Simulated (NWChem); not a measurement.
A series in which one site is exchanged, each optimised at PBE0/def2-SVP with NWChem, gas phase unless a solvent is named. 

A: [AlH2][Cl] (AlH$_{2}$Cl; site = Al)
B: BCl (BH2Cl; site = B)
C: [Cl][GaH2] (GaH2Cl; site = Ga)

Task: Rank them by orbital gap (eV), PBE0/def2-SVP, lowest first.

Result: C (6.58), B (6.84), A (6.90)
